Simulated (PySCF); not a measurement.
## Optical rotation: `FC[C@@H]1C[C@H](F)O1`, C4H6F2O

Geometry:
```json
{"atom": "F1", "x (Å)": "2.455", "y (Å)": "0.561", "z (Å)": "0.350"}
{"atom": "C2", "x (Å)": "1.581", "y (Å)": "-0.430", "z (Å)": "-0.014"}
{"atom": "C3", "x (Å)": "0.377", "y (Å)": "0.181", "z (Å)": "-0.721"}
{"atom": "C4", "x (Å)": "-0.671", "y (Å)": "0.847", "z (Å)": "0.186"}
{"atom": "C5", "x (Å)": "-1.541", "y (Å)": "-0.342", "z (Å)": "-0.220"}
{"atom": "F6", "x (Å)": "-1.755", "y (Å)": "-1.221", "z (Å)": "0.809"}
{"atom": "O7", "x (Å)": "-0.574", "y (Å)": "-0.824", "z (Å)": "-1.108"}
{"atom": "H8", "x (Å)": "2.112", "y (Å)": "-1.110", "z (Å)": "-0.687"}
{"atom": "H9", "x (Å)": "1.279", "y (Å)": "-0.957", "z (Å)": "0.896"}
{"atom": "H10", "x (Å)": "0.703", "y (Å)": "0.773", "z (Å)": "-1.581"}
{"atom": "H11", "x (Å)": "-1.031", "y (Å)": "1.813", "z (Å)": "-0.152"}
{"atom": "H12", "x (Å)": "-0.422", "y (Å)": "0.879", "z (Å)": "1.243"}
{"atom": "H13", "x (Å)": "-2.519", "y (Å)": "-0.169", "z (Å)": "-0.683"}
```

Method: TDDFT CAM-B3LYP/def2-SVPD circular dichroism and optical rotation, one conformer, gas phase (PySCF 2.14.0). Geometry: GFN2-xTB.

The molecule is flexible and this is one conformer; a measurement averages over conformers. States above about 10.1 eV (minus the energy of the highest occupied orbital) lie near or above the ionisation threshold and depend on the basis.

Stereocentres: C3 S, C5 S.

Problem. Give the optical rotatory dispersion at 633, 589.3, 546, 436, 405, 365, 355 nm.

Solution. [α] in deg dm⁻¹ (g/mL)⁻¹:
| λ (nm) | origin-invariant length gauge | modified velocity gauge | length gauge (centre of mass) | isotropic polarisability (au) |
| --- | --- | --- | --- | --- |
| 633 | -32.0 | -32.2 | -30.9 | 52.0 |
| 589.3 | -37.2 | -37.4 | -35.9 | 52.1 |
| 546 | -43.7 | -43.8 | -42.1 | 52.3 |
| 436 | -70.5 | -70.5 | -68.0 | 52.9 |
| 405 | -82.8 | -82.6 | -79.7 | 53.2 |
| 365 | -104.0 | -103.6 | -100.2 | 53.7 |
| 355 | -110.6 | -110.1 | -106.5 | 53.9 |

Problem. And for the mirror image at 589.3 nm?

Solution. +37.2 deg dm⁻¹ (g/mL)⁻¹ (origin-invariant length gauge): the same size and the opposite sign.

Problem. What is the molar rotation [Φ] = [α]·M/100 of the geometry above at 589.3 nm?

Solution. With M = 108.09 g/mol, -40.2 deg cm² dmol⁻¹ (origin-invariant length gauge).

The first excitation lies at 8.06 eV (154 nm) with R = +8.6 × 10⁻⁴⁰ esu² cm² (velocity form).
